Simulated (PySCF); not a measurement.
# How methods differ on the ionisation energy of Se(3+)

Se(3+) [Ar] 3d10 4s2 4p1 [4p1/2^1, M_J = 1/2] → Se(4+) [Ar] 3d10 4s2, as a difference of total energies. Computed with PySCF 2.14 in x2c-SVPall-2c (5s6p3d, 38 functions), with the two-component X2C-1e Hamiltonian. Correlated levels: [Ne] frozen. "Screened" scales the spin-orbit matrix elements by Boettger's factors to mimic the two-electron term; Breit and QED terms are absent.

| method | ionisation energy (eV) | error (eV) |
| --- | --- | --- |
| GHF (spin-free) | 41.962 | -0.985 |
| GMP2 (spin-free) | 42.219 | -0.728 |
| GHF (screened spin-orbit) | 42.329 | -0.618 |
| GMP2 (screened spin-orbit) | 42.594 | -0.353 |

Reference: 42.947 eV (measured; NIST Atomic Spectra Database, ionization energies).

The spin-free rows lack the spin-orbit shift.

Errors of the correlated levels include the incompleteness of this basis and the frozen core.
